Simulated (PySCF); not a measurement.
## Correlation energy of Pb⁺ (lead, charge +1)

[Xe] 4f14 5d10 6s1 6p2, 6s spin antiparallel (an excited configuration). Computed with PySCF 2.14 in cc-pVTZ-PP with ECP60MDF (5s4p3d1f, 39 functions), with a scalar-relativistic core potential. Frozen: 5s2 5p6 5d10; 3 electrons correlated.

MP2 pair energies summed by pair of shells (mhartree):

```
 pair  energy  share (%)
6s-6p  -37.87       91.0
6p-6p   -3.74        9.0
```

Total MP2 correlation energy: -41.62 mhartree.

Same-spin part -3.74 and opposite-spin part -37.87 mhartree; SCS-MP2 scales them by 1/3 and 6/5 to -46.70 mhartree.

Spin-orbit coupling is strong in this species, so the high-spin LS determinant is a model state.
